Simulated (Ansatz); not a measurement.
Geometry optimisation, Ansatz, RKS B3LYP-D4/def2-SVP.

The input (input.yaml):

```yaml
crystal:
  periodic: [false, false, false]
  atoms:
    - { symbol: B, position_ang: [-0.006005, 0.261137, 0.143515] }
    - { symbol: Cl, position_ang: [-0.02294, 0.655338, 1.918277] }
    - { symbol: F, position_ang: [1.132971, 0.186498, -0.497441] }
    - { symbol: F, position_ang: [-1.136166, 0.137234, -0.505715] }
    - { symbol: H, position_ang: [0.101402, -2.104228, 0.508668] }
    - { symbol: H, position_ang: [0.048539, -1.80658, 1.158996] }
basis:
  gaussian: { orbitals: def2-SVP }
hamiltonian:
  xc: b3lyp
  dispersion: d4
relax:
  f_tol: 0.03
  max_steps: 50
```

Run as:

```bash
$ ansatz run input.yaml --threads 2 --pin off --max-ram 3072MiB --backend cpu --events-out ev --progress --plain --runs-dir out
```

Problem. Where does it end, and by what steps?

Solution. The run converged. After 5 steps the energy has fallen by 0.169 eV; H6 moved furthest, 0.39 Å.

| step | energy less start (eV) | largest force component (eV/Å) | accepted |
| --- | --- | --- | --- |
| 0 | 0.0000 | 1.574 | yes |
| 1 | -0.1061 | 0.888 | yes |
| 2 | -0.0659 | 1.236 | no |
| 3 | -0.1314 | 0.874 | yes |
| 4 | -0.1629 | 0.275 | yes |
| 5 | -0.1686 | 0.021 | yes |

```xyz
6
Properties=species:S:1:pos:R:3
B -0.012 0.465 0.154
Cl -0.032 0.948 1.839
F 1.126 0.318 -0.485
F -1.136 0.262 -0.494
H 0.111 -2.466 0.501
H 0.062 -2.198 1.210
```

Time of the run: 13 s on 2 threads of Intel(R) Xeon(R) Platinum 8375C CPU @ 2.90GHz (Ice Lake), with other jobs on the host, peak memory 0.15 GiB.
